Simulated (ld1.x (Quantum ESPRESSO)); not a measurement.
# Building the ultrasoft potential for beryllium (Be) (LDA (PZ), scalar-relativistic).

- Element: Be (Z = 4)
- Generator: ld1.x (Quantum ESPRESSO) 7.5
- Type: ultrasoft
- Functional: LDA (PZ)
- Relativity: scalar-relativistic
- Frozen core: [He]
- Valence charge: 2
- Reference configuration: 2s2 2p0
- Partial waves: 2s (bound): rcut 1.50, rcutus 1.65 bohr; 2s channel at -0.1 Ry: rcut 1.50, rcutus 1.65 bohr; 2p (bound, empty): rcut 2.10, rcutus 2.65 bohr; 2p channel at 1.65 Ry: rcut 2.10, rcutus 2.65 bohr
- Local potential: all-electron potential smoothed inside 1.70 bohr (lloc = -1)
- Core correction: none
- Augmentation charge: built from norm-conserving waves at rcut, not smoothed further

What the tests gave:

```json
{"Largest excitation error": "-57 meV (all-electron minus pseudo) for 2s0 2p1, out of 5 test configurations", "Lowest eigenvalue of the overlap operator": "-0.21 (p channel); it is negative, so in a basis up to 400 Ry S is not positive definite and the file is unfit for use"}
```

The ghost test of this file was not conclusive. Its overlap operator is not positive definite in a basis up to 400 Ry (lowest eigenvalue p -0.21), so the file is unfit for use: the generalised eigenproblem breaks down once the basis is large enough, and its test numbers describe a broken file.

Generation and tests took about 1 s on one core of a shared server CPU.
